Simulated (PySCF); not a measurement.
C2H8Si, SMILES C[SiH2]C.

The structure is a stationary point at r2SCAN-D4/def2-SVP. The isomer is the one that the SMILES or the coordinates give; other isomers of the formula were not compared.

Two levels are set side by side: PBE/def2-TZVPD (PySCF) and PBE0/def2-TZVPD (PySCF). Same geometry, gas phase. Differences are taken from unrounded values.

```tsv
quantity	PBE
orbital gap (eV)	7.19
highest occupied level (eV)	-7.51
lowest empty level (eV)	-0.32
dipole moment (D)	0.81
mean polarisability (bohr³)	57.8
```

Problem. These are the PBE values. What does PBE0 give? (An estimate is asked for; the answer gives what the named calculation found.)

Solution. 
| quantity | PBE0 | PBE minus PBE0 |
|---|---|---|
| orbital gap (eV) | 9.13 | -1.94 |
| highest occupied level (eV) | -8.82 | 1.30 |
| lowest empty level (eV) | 0.31 | -0.63 |
| dipole moment (D) | 0.79 | 0.02 |
| mean polarisability (bohr³) | 55.7 | 2.2 |

PBE's occupied levels lie high since its potential decays too fast outside the molecule; exact exchange lowers them and widens the gap. Loosely held outer electrons make PBE densities more polarisable. Differences between two approximate levels are no errors against the true value.

Rough cost on one machine, each run with all the roots and properties that it gave: PBE0 against PBE within a factor of 2.
